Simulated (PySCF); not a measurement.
# Zn: ionisation energy

Zn [Ar] 3d10 4s2 (1S) → Zn⁺ [Ar] 3d10 4s1 (2S), as a difference of total energies. All numbers are calculated (PySCF 2.14, the non-relativistic Hamiltonian (point nucleus), in 6-31G* (5s4p2d1f, 34 functions)). Correlated levels: valence: [Ar] frozen. The calculations carry no spin-orbit coupling.

| method | ionisation energy (eV) | difference from reference (eV) |
| --- | --- | --- |
| UHF | 7.401 | -1.993 |
| PBE | 8.798 | -0.596 |
| B3LYP | 8.960 | -0.434 |
| MP2 (valence) | 8.231 | -1.163 |
| SCS-MP2 (valence) | 8.291 | -1.103 |
| CCSD (valence) | 8.445 | -0.949 |
| CCSD(T) (valence) | 8.484 | -0.910 |

Reference: 9.394 eV (measured; NIST Atomic Spectra Database, ionization energies).

These non-relativistic numbers lack the scalar-relativistic shift.

Errors of the correlated levels include the incompleteness of this basis and the frozen core.
